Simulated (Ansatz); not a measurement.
`[CH3][SnH][Br]`• → Br• + C• + 4 H• + Sn•  (atomization)

Program: Ansatz. Geometries: PBE0-D4/def2-TZVP. ΔE: electronic, gas phase. CCSD(T)/CBS is the MP2 limit (def2-TZVPP, def2-QZVPP) plus CCSD(T) − MP2 in def2-TZVPP, frozen cores. This one scheme is used for every species, atoms too. DFT in def2-TZVPP. HSE06 is defined as in plane-wave codes. No spin–orbit coupling; open shells (•) take unrestricted orbitals. Spin–orbit coupling would lower the free atoms: a little for C; clearly for Br; strongly for Sn. Elements past krypton have def2 core potentials. For Br, Sn outer-core shells are correlated without core-valence functions, so the limit isn't a true one: a few kJ/mol of doubt a bond, and 10 to 20 or more in all where bonds break to atoms. Scalar relativity is left out up to krypton.

CCSD(T)/CBS gives +494.9 kcal/mol.

Another level gave +491.6 kcal/mol. Which?
A. ωB97M-V/def2-TZVPP
B. HSE06-D4/def2-TZVPP
C. PBE0/def2-TZVPP
D. B2PLYP/def2-TZVPP

B. HSE06-D4 491.6, B2PLYP 483.5, ωB97M-V 489.9, PBE0 488.5 kcal/mol.

Largest T1 diagnostic among the species: 0.012.

Leaving LDA and LC-ωPBE aside and taking each functional with its dispersion term where it has one, the values, not all of them listed here, spread over 15.8 kcal/mol, from BHLYP-D4 to PBE-D4. LDA lies +64.4 kcal/mol from PBE without D4, its usual overbinding. From r2SCAN to r2SCAN0 (25 % exact exchange), in def2-TZVPP and without D4, ΔE moves by −5.8 kcal/mol: exact exchange takes away binding that semilocal exchange gives to molecules. At CCSD(T), def2-SVP lies −34.8 kcal/mol from the extrapolated value and def2-TZVPP −14.3 kcal/mol: correlation converges slowly with the basis, and small sets miss more of it in the bonded molecule than in its fragments.

For atomizations the MP2-based limit and the directly extrapolated one differ by several kJ/mol either way, and by 10 to 25 for some Ge, Se and Sn compounds, so smaller differences from it don't rank the levels.
